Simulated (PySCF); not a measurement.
A calculated (UHF, PySCF 2.14, cc-pVTZ-DK, the spin-free X2C one-electron Hamiltonian (Gaussian nucleus)) atom or ion has these occupied shells.

| shell | electrons | orbital energy (eV) | rms radius, mean of both spins (bohr) |
| --- | --- | --- | --- |
| 1s α | 1 | -6606.3 | 0.0703 |
| 1s β | 1 | -6606.1 | 0.0703 |
| 2s α | 1 | -813.23 | 0.302 |
| 2s β | 1 | -809.57 | 0.302 |
| 2p α | 3 | -686.84 | 0.273 |
| 2p β | 3 | -683.27 | 0.273 |
| 3s α | 1 | -119.24 | 0.916 |
| 3s β | 1 | -107.79 | 0.916 |
| 3p α | 3 | -82.517 | 0.987 |
| 3p β | 3 | -68.898 | 0.987 |
| 3d α | 5 | -25.109 | 1.28 |
| 4s α | 1 | -14.978 | 3.07 |

Q: Name the element and its charge.

A: Mn⁺ (manganese, charge +1), in [Ar] 3d5 4s1, high-spin 7S determinant.
